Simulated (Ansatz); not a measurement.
Consider the isomerisation: `N#C[SiH](F)Cl` → `FC1=N[SiH]1Cl`.

Calculated with Ansatz (gas phase, PBE0-D4/def2-TZVP geometries, no zero-point term in ΔE). CCSD(T)/CBS adds triple-zeta CCSD(T) − MP2 to the extrapolated MP2 energy (def2 sets, frozen cores). DFT in def2-TZVPP.

```tsv
level	ΔE (eV)
LC-ωPBE	2.89
HF/def2-QZVPP	3.55
```

(1) What does CCSD(T)/CBS give? (Best estimate.)

(2) What do rigid-rotor, harmonic-oscillator terms from PBE0-D4/def2-TZVP frequencies (298.15 K, 1 bar) make of the CCSD(T)/CBS value? (Estimate.)

Largest T1 diagnostic among the species: 0.014.

Answers

(1) The calculation gave: +3.25 eV. The listed levels differ from it by -0.36, 0.30 eV.

(2) Computed: ΔZPE = +0.02 eV, ΔH = +3.25 eV, ΔS = -12 J/(mol·K), ΔG = +3.29 eV.

Leaving LDA and LC-ωPBE aside and taking each functional with its dispersion term where it has one, the values, not all of them listed here, spread over 0.55 eV, from PBE-D4 to B2PLYP. LDA lies −0.29 eV from PBE without D4. From BLYP to BHLYP (50 % exact exchange), in def2-TZVPP and without D4, ΔE moves by +0.19 eV.
